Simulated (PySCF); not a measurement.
# Multinuclear NMR of C$_{6}$H$_{14}$N$_{2}$Si

Bonds (- single, = double, # triple, : aromatic): C1=C2, C2-N3, N3-Si4, N3-N5, N5=C6, C6-C7, C7-C8, C8-C9. C1 carries H10, H11; C2 carries H12; Si4 carries H13, H14, H15; C6 carries H16; C7 carries H17, H18; C8 carries H19, H20; C9 carries H21, H22, H23. Stereochemistry as in C=CN([SiH3])/N=C\CCC. H10 is cis to N3; H11 is trans to N3.

PySCF 2.14.0 with density-fitted response routines calculation with structure optimised with GFN2-xTB and shielding tensors at PBE0/pcSseg-1 (GIAO); one averaged value for each set of equivalent atoms, one computed conformer, non-relativistic Hamiltonian, no solvent model.

Problem. What are the 29Si shifts?

Solution. 
```csv
atoms,environment,σ (ppm),δ (ppm)
Si4,"silicon bonded to N, 3 H",409.5,-56.6
```

Shieldings were converted by a linear fit to measured shifts: 29Si (scatter 8.9 ppm rms, 25.8 ppm with the 6 outliers that the fit left out vs TMS, solution or neat liquid). Occasional misses reach two or three times the rms, and more in compound classes unlike the fitted ones.

On a 400 MHz spectrometer 29Si resonates near 79.5 MHz, so 1 ppm is 79.5 Hz.

Problem. Where does 15N resonate?

Solution. 
```json
{"atoms": "N5", "environment": "imine nitrogen", "σ (ppm)": "-126.5", "δ (ppm)": "-31.5"}
{"atoms": "N3", "environment": "nitrogen bonded to O or N", "σ (ppm)": "115.6", "δ (ppm)": "-254.6"}
```

Shieldings were converted by a linear fit to measured shifts: 15N (scatter 6.3 ppm rms vs CH3NO2, solution or neat liquid). A few per cent of atoms miss by over 2 rms, more outside the fitted compound classes.

On a 300 MHz spectrometer 15N resonates near 30.4 MHz, so 1 ppm is 30.4 Hz.
